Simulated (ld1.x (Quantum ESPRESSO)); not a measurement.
**Ta ultrasoft: all-electron and pseudo phase curves**

ld1.x (Quantum ESPRESSO) 7.5 input, shortened:

```
&input
   title='Ta', zed=73., rel=1, dft='PBE', iswitch=3,
   config='[Xe] 4f14 5d3 6s2 6p0'
 /
 &inputp
   pseudotype=3, tm=.true., lloc=-1, rcloc=1.80,
   nlcc=.true., new_core_ps=.true.,
   which_augfun='PSQ', rmatch_augfun_nc=.true.
 /
6
6S  1  0   2.00   0.00  2.15  2.95  0.0
6S  1  0   0.00   0.80  2.15  2.95  0.0
5P  2  1   6.00   0.00  2.20  2.30  0.0
6P  3  1   0.00   0.00  2.20  2.30  0.0
5D  3  2   3.00   0.00  1.30  1.60  0.0
5D  3  2   0.00   1.05  1.30  1.60  0.0
 &test
   configts(1)='5p6 5d3 6s2 6p0'
 /
```

The phase is arctan(r·u′/u) with u = r·R(r), unwrapped; energies in Ry, scanned from -5 to 5 Ry. A pole is an energy at which the radial function vanishes at the test radius. The pseudo phase is shifted by a multiple of π to meet the all-electron one at the reference energy, and phase errors are pseudo minus all-electron; the curves can meet again beyond the range given. Levels narrower than the energy grid can be missing from the lists of poles.

```
channel  radius (bohr)  reference energy (Ry)  poles, all-electron       poles, pseudo  unbroken range about the reference energy with phases within 0.05 rad  phase error 1 Ry above the reference energy (rad)
      s           3.21                  -0.40                 0.82                0.82                                                              below 3.0                                             +0.000
      p           3.21                  -0.10          -2.88, 1.98  -3.44, -2.88, 1.85                                                            -3.4 to 2.9                                             -0.011
      d           3.21                  -0.26           0.04, 4.08          0.04, 4.08                                                        the whole range                                             +0.000
```

Note: ghost state, extra bound levels that the all-electron valence spectrum of the same l lacks: s at -92.9 eV (p not tested). A true bound ghost makes a file unfit for plane-wave use. Its overlap operator is not positive definite in a basis up to 400 Ry (lowest eigenvalue p -0.39), so the file is unfit for use: the generalised eigenproblem breaks down once the basis is large enough, and its test numbers describe a broken file.

Phases in the s channel:

| E (Ry) | all-electron | pseudo |
| --- | --- | --- |
| -5.00 | 1.421 | 1.419 |
| -4.74 | 1.416 | 1.415 |
| -4.48 | 1.410 | 1.409 |
| -4.22 | 1.403 | 1.403 |
| -3.96 | 1.397 | 1.396 |
| -3.70 | 1.389 | 1.388 |
| -3.44 | 1.380 | 1.379 |
| -3.18 | 1.369 | 1.369 |
| -2.92 | 1.357 | 1.357 |
| -2.66 | 1.342 | 1.342 |
| -2.40 | 1.324 | 1.323 |
| -2.14 | 1.300 | 1.300 |
| -1.88 | 1.269 | 1.269 |
| -1.62 | 1.225 | 1.225 |
| -1.36 | 1.158 | 1.158 |
| -1.10 | 1.042 | 1.042 |
| -0.84 | 0.798 | 0.798 |
| -0.58 | 0.164 | 0.164 |
| -0.32 | -0.775 | -0.775 |
| -0.06 | -1.211 | -1.211 |
| 0.20 | -1.391 | -1.391 |
| 0.46 | -1.488 | -1.488 |
| 0.72 | -1.551 | -1.551 |
| 0.98 | -1.597 | -1.598 |
| 1.24 | -1.637 | -1.637 |
| 1.50 | -1.673 | -1.674 |
| 1.76 | -1.711 | -1.712 |
| 2.02 | -1.754 | -1.755 |
| 2.28 | -1.807 | -1.810 |
| 2.54 | -1.882 | -1.890 |
| 2.80 | -2.001 | -2.023 |
| 3.06 | -2.227 | -2.299 |
| 3.32 | -2.740 | -2.978 |
| 3.58 | -3.584 | -3.851 |
| 3.84 | -4.102 | -4.251 |
| 4.10 | -4.328 | -4.425 |
| 4.36 | -4.445 | -4.519 |
| 4.62 | -4.516 | -4.580 |
| 4.88 | -4.563 | -4.625 |
